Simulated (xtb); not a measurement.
xtb input (GFN1-xTB):

```bash
xtb mol.xyz --gfn 1 --opt tight --chrg 0 --uhf 0
```
mol.xyz:
```
3

Ge     0.00000000     0.00000000     0.00000000
O      0.00000000     0.00000000     1.62404751
O     -0.00000000    -0.00000000    -1.62404751
```

End of the output:

```
         :::::::::::::::::::::::::::::::::::::::::::::::::::::
         ::                     SUMMARY                     ::
         :::::::::::::::::::::::::::::::::::::::::::::::::::::
         :: total energy             -11.007709875920 Eh    ::
         :: gradient norm              0.000070876862 Eh/a0 ::
         :: HOMO-LUMO gap              7.343150508390 eV    ::
         ::.................................................::
         :: SCC energy               -11.056060952253 Eh    ::
         :: -> electrostatic           0.083869888427 Eh    ::
         :: repulsion energy           0.048857609428 Eh    ::
         :: dispersion energy         -0.000506533095 Eh    ::
         :: halogen bond corr.         0.000000000000 Eh    ::
         :: add. restraining           0.000000000000 Eh    ::
         :: total charge               0.000000000000 e     ::
         :::::::::::::::::::::::::::::::::::::::::::::::::::::

           -------------------------------------------------
          |                Property Printout                |
           -------------------------------------------------

    * Orbital Energies and Occupations

         #    Occupation            Energy/Eh            Energy/eV
      -------------------------------------------------------------
         1        2.0000           -0.7927317             -21.5713
         2        2.0000           -0.7682778             -20.9059
         3        2.0000           -0.6603303             -17.9685
         4        2.0000           -0.5681517             -15.4602
         5        2.0000           -0.5681517             -15.4602
         6        2.0000           -0.5597284             -15.2310
         7        2.0000           -0.5546022             -15.0915
         8        2.0000           -0.5546022             -15.0915 (HOMO)
         9                         -0.2847464              -7.7483 (LUMO)
        10                         -0.2847464              -7.7483
        11                         -0.2824672              -7.6863
        12                         -0.2780324              -7.5656
        13                         -0.2780324              -7.5656
        14                         -0.1907338              -5.1901
        15                         -0.1907338              -5.1901
        16                         -0.0749825              -2.0404
        17                          0.5355811              14.5739
      -------------------------------------------------------------
                  HL-Gap            0.2698558 Eh            7.3432 eV
             Fermi-level           -0.4196743 Eh          -11.4199 eV

  Mulliken/CM5 charges         n(s)   n(p)   n(d)
     1Ge    0.79936  0.89064   1.192  1.323  0.686
     2O    -0.39968 -0.44532   1.733  4.667  0.000
     3O    -0.39968 -0.44532   1.733  4.667  0.000

Wiberg/Mayer (AO) data.
largest (>0.10) Wiberg bond orders for each atom

 ---------------------------------------------------------------------------
     #   Z sym  total        # sym  WBO       # sym  WBO       # sym  WBO
 ---------------------------------------------------------------------------
     1  32 Ge   4.192 --     2 O    2.096     3 O    2.096
     2   8 O    2.300 --     1 Ge   2.096     3 O    0.204
     3   8 O    2.300 --     1 Ge   2.096     2 O    0.204
 ---------------------------------------------------------------------------

Topologies differ in total number of bonds
Writing topology from bond orders to xtbtopo.mol

 dipole moment from electron density (au)
     X       Y       Z
  -0.0000  -0.0000   0.0000  total (Debye):    0.000

           -------------------------------------------------
          |                Geometry Summary                 |
           -------------------------------------------------

      molecular mass/u    :      104.6263600
   center of mass at/Å    :       -0.0000000      -0.0000000       0.0000000
Note: The following floating-point exceptions are signalling: IEEE_UNDERFLOW_FLAG IEEE_DENORMAL
normal termination of xtb
  moments of inertia/u·Å² :        0.2430302E-30   0.8074545E+02   0.8074545E+02
rotational constants/cm⁻¹ :        0.6936434E+32   0.2087750E+00   0.2087750E+00

 * 2 selected distances

     #   Z          #   Z                                           value/Å
     1  32 Ge       2   8 O                                       1.5885179 (max)
     1  32 Ge       3   8 O                                       1.5885179

 * 1 distinct bonds (by element types)

   Z      Z             #   av. dist./Å        max./Å        min./Å
   8 O   32 Ge          2     1.5885179     1.5885179     1.5885179

optimized geometry written to: xtbopt.xyz

           -------------------------------------------------
          | TOTAL ENERGY              -11.007709875920 Eh   |
          | GRADIENT NORM               0.000070876862 Eh/α |
          | HOMO-LUMO GAP               7.343150508390 eV   |
           -------------------------------------------------

------------------------------------------------------------------------
------------------------------------------------------------------------
 total:
 SCF:
 ANC optimizer:
```
